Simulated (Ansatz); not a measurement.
The cluster Zr2Si2. The state is a singlet with charge 0. Geometry B3LYP-D4/def2-SVP.

```xyz
4

Zr    0.116    1.335   -0.514
Zr    0.392   -0.751   -1.947
Si   -0.109   -1.093    0.487
Si   -0.399    0.508    1.974
```

In the def2 sets Zr takes a core potential; there is no spin–orbit coupling. The restricted singlet is unstable towards broken spin symmetry at other levels; at LDA (SPW92)/def2-TZVP, PBE-D4/def2-TZVP, r2SCAN-D4/def2-TZVP, PBE0-D4/def2-TZVP this wasn't settled. Another isomer (quintet) lies 1.00 eV lower at PBE0-D4/def2-TZVP; other spin states weren't run for this one.

(1) Estimate the orbital energies around the gap (eV) in Ansatz with LDA (SPW92)/def2-TZVP, PBE-D4/def2-TZVP, r2SCAN-D4/def2-TZVP, PBE0-D4/def2-TZVP.

Answers

(1) 
```csv
orbital,LDA (SPW92)/def2-TZVP,PBE-D4/def2-TZVP,r2SCAN-D4/def2-TZVP,PBE0-D4/def2-TZVP
HOMO−5,-5.52,-5.34,-5.48,-6.08
HOMO−4,-5.27,-5.09,-5.24,-5.80
HOMO−3,-5.08,-4.90,-5.01,-5.67
HOMO−2,-4.47,-4.30,-4.41,-5.02
HOMO−1,-4.21,-4.08,-4.24,-4.79
HOMO,-3.99,-3.83,-3.95,-4.56
LUMO,-3.74,-3.46,-3.25,-2.55
LUMO+1,-3.19,-2.97,-2.84,-2.20
LUMO+2,-3.08,-2.85,-2.72,-2.15
LUMO+3,-2.75,-2.54,-2.40,-1.94
LUMO+4,-2.40,-2.20,-2.04,-1.48
LUMO+5,-2.07,-1.85,-1.63,-1.02
```
